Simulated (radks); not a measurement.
Question: Method: Dirac Kohn-Sham, PBE, spin-unpolarised, spherical densities, point nucleus; open shells are shared between the two j in proportion to 2j + 1; computed with a radial shooting solver on a logarithmic mesh with Libxc functionals. Each species is in its NIST ground configuration. Rank Ag4+, In4+, Sr4+, Xe4+, Pd4+, Rh4+, Zr4+, Cd4+, Sn4+, Rb4+, Nb4+, Ru4+, Tc4+, Mo4+, Te4+, I4+, Sb4+ by mean radius of the outermost orbital (bohr), largest first.

Answer: I4+ 2.05, Xe4+ 1.96, Sb4+ 1.95, Te4+ 1.87, Nb4+ 1.61, Rb4+ 1.52, Mo4+ 1.52, Sr4+ 1.45, Tc4+ 1.44, Ru4+ 1.37, Zr4+ 1.32, Rh4+ 1.31, Pd4+ 1.25, Ag4+ 1.20, Cd4+ 1.16, In4+ 1.11, Sn4+ 1.07.
